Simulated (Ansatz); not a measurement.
A nudged elastic band was laid between two geometries of H5NO2Si2 (10 atoms, charge 0, multiplicity 1).

Theory: RKS r2SCAN/def2-SVP (Ansatz 0.2.0).

```json
{
  "movable images": "5",
  "climbing image": "yes",
  "spring": "5.0 eV/Å²",
  "optimiser": "quadratic models (default)",
  "start path": "through a guess of the saddle point",
  "force threshold": "0.03 eV/Å",
  "iteration limit": "58",
  "end points": "relaxed"
}
```

First end point:

```xyz
10
Properties=species:S:1:pos:R:3
N -1.005 -0.583 -1.014
Si -0.528 -1.255 0.434
O 0.449 -0.509 1.413
Si 1.425 1.089 1.164
O 0.886 1.332 -0.505
H -0.554 0.334 -1.197
H -1.622 -0.975 -1.716
H -0.923 -2.656 0.684
H 0.299 1.893 1.825
H 1.657 1.277 -1.084
```

Last end point:

```xyz
10
Properties=species:S:1:pos:R:3
N -0.656 -0.327 -1.190
Si -1.214 -1.110 0.622
O -0.131 -0.034 1.558
Si 0.977 1.050 1.153
O 1.318 1.384 -0.323
H -1.410 0.209 -1.625
H -0.392 -1.064 -1.848
H -0.156 -2.206 0.401
H 1.577 1.718 2.326
H 0.170 0.328 -1.070
```

(1) What changes between the two ends?

(2) Give the energies along the band, and the barrier.

(3) What is the geometry of the highest image?

(4) What are the harmonic wavenumbers there?

## Answers

(1) Bonds broken: O5–H10. Bonds formed: N1–H10. The height of N1 over the plane of its neighbours goes from 0.02 to -0.39 Å.

(2) The run converged. The highest image is number 3 of 0 to 6, 1.8 kcal/mol above the first end and 15.0 kcal/mol above the last; the last end lies 13.2 kcal/mol below the first. A vibrational analysis at the climbing image gives one clearly imaginary mode, 183i cm⁻¹: a first-order saddle point. The orbitals stay closed-shell, which can raise the energy where a bond breaks towards radicals; this wasn't checked here.

| image | path coordinate (Å) | energy (kcal/mol) | O5–H10 (Å) | N1–H10 (Å) | height of N1 over the plane of its neighbours (Å) |
| --- | --- | --- | --- | --- | --- |
| 0 | 0.00 | 0.0 | 0.97 | 3.25 | 0.02 |
| 1 | 0.58 | 0.4 | 0.97 | 3.24 | -0.04 |
| 2 | 1.16 | 1.2 | 0.97 | 3.06 | -0.16 |
| 3 | 1.75 | 1.8 | 0.97 | 2.66 | -0.26 |
| 4 | 2.52 | 0.1 | 0.99 | 2.03 | -0.35 |
| 5 | 3.30 | -5.9 | 1.47 | 1.19 | -0.46 |
| 6 | 4.08 | -13.2 | 1.73 | 1.06 | -0.39 |

(3) 
```xyz
10
Properties=species:S:1:pos:R:3
N -0.874 -0.664 -1.131
Si -0.928 -1.095 0.559
O 0.274 -0.311 1.397
Si 1.398 0.911 1.100
O 1.009 1.683 -0.344
H -1.177 0.271 -1.396
H -1.199 -1.344 -1.816
H -0.702 -2.578 0.605
H 1.167 1.970 2.141
H 1.116 1.106 -1.112
```

(4) 183i, 93, 127, 179, 241, 359, 437, 510, 551, 604, 675, 720, 761, 815, 861, 902, 925, 980, 1540, 2140, 2157, 3544, 3646, 3847 cm⁻¹.

Run time: 9.9 min on 2 threads of Arm Neoverse V2, on a shared host, peak memory 0.22 GiB.
